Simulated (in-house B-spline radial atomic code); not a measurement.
How numerical settings move a run on the rubidium ion Rb³⁺, [Ar] 3d10 4s2 4p4. Computed with a B-spline radial code for spherical atoms: non-relativistic PBE, spherical fractional occupations, point nucleus.

Command:
```bash
python run_scf.py task.json out
```
Settings of the sound reference run:
```
Z                37
electrons        34
configuration    [Ar] 3d10 4s2 4p4
hamiltonian      nr
method           pbe,pbe
spin_polarised   False
knot_spacing     0.22
spline_order     8
gauss_points     12
box_radius       16.22
max_iterations   70
damping          0.5
damped_steps     3
diis_vectors     10
tolerance        1e-08
start            Thomas-Fermi
```

Cost of the run: 0.2 s on 1 thread of Intel(R) Xeon(R) Platinum 8259CL CPU @ 2.50GHz (shared host).

It converges in 9 iterations to -2937.083107 hartree, with 4p at -46.6337 eV. The other runs change the listed settings, some to values that make no sense; their results aren't properties of the atom or ion. Radii are in bohr (the nuclear one in fm), a minus after a letter asks for a j subshell, and «unchanged» means within 1e-8 hartree. The run stops when the residual is below 10 × tolerance × max(1, Z/10), or a noise floor if that is larger, and the energy moves by less than 1e-8 × √|E| hartree; so very loose and very tight tolerances often act alike.

```tsv
changed settings	outcome
hamiltonian = dirac, method = hf, spin_polarised = True, nucleus = fermi, rms_radius = 4.2036, mass_number = 85, atomic_mass = 84.91179, speed_of_light = 137.036	stopped with error: spin polarisation is not served with the Dirac Hamiltonian
knot_spacing = 0.75	converged in 9 iterations, energy +1.93e+00 hartree from the reference, 4p level -6.2e-04 eV (the program warns: 3s reaches the box edge; 3p reaches the box edge)
knot_spacing = 2	converged in 9 iterations, energy +1.96e+02 hartree from the reference, 4p level -2.6e+00 eV (the program warns: 4p reaches the box edge; 1s reaches the box edge)
knot_spacing = 1.4	converged in 9 iterations, energy +1.36e+02 hartree from the reference, 4p level -2.1e-01 eV (the program warns: 4p reaches the box edge; 1s reaches the box edge)
knot_spacing = 0.75, spline_order = 5, max_iterations = 50	converged in 9 iterations, energy +6.17e+00 hartree from the reference, 4p level -2.3e-02 eV
gauss_points = 4	converged in 9 iterations, energy -5.07e-07 hartree from the reference, 4p level -5.8e-07 eV
knot_spacing = 0.3	converged in 9 iterations, energy +1.73e-05 hartree from the reference, 4p level -1.3e-04 eV
knot_spacing = 0.1	converged in 9 iterations, energy -2.69e-06 hartree from the reference, 4p level -2.0e-05 eV
gauss_points = 3	converged in 9 iterations, energy -5.67e+05 hartree from the reference, 4p level +5.6e+00 eV
gauss_points = 3, max_iterations = 60, diis_vectors = 1, start = bare nucleus	not converged after 60 iterations, last residual 2.5e-02, last energy -5.67e+05 hartree from the reference
electrons = 37, configuration = [Ar] 3d10 4s2 4p7, max_iterations = 60	stopped with error: shell 4p holds at most 6 electrons
knot_spacing = 0.55	converged in 9 iterations, energy +5.80e-02 hartree from the reference, 4p level -1.4e-03 eV
knot_spacing = 0.4	converged in 9 iterations, energy +4.83e-04 hartree from the reference, 4p level +1.3e-05 eV
first_knot = 0.0027, max_iterations = 2, damping = 0	not converged after 2 iterations, last residual 2.3e-01, last energy +1.06e+00 hartree from the reference
```

(1) What happens with tolerance = 1e-13?

(2) What happens with electrons = 35, configuration = [Ar] 3d10 4s2 4p4 5p-1, max_iterations = 75?

(3) What happens with knot_spacing = 0.15?

(4) What happens with knot_spacing = 1?

Results:

(1) Converged in 9 iterations, energy unchanged.

(2) Stopped with error: j subshells need the Dirac Hamiltonian and l > 0.

(3) Converged in 9 iterations, energy -2.61e-06 hartree from the reference, 4p level -2.0e-05 eV.

(4) Converged in 9 iterations, energy +7.99e+00 hartree from the reference, 4p level -1.4e-01 eV (the program warns: 3s reaches the box edge; 3p reaches the box edge).
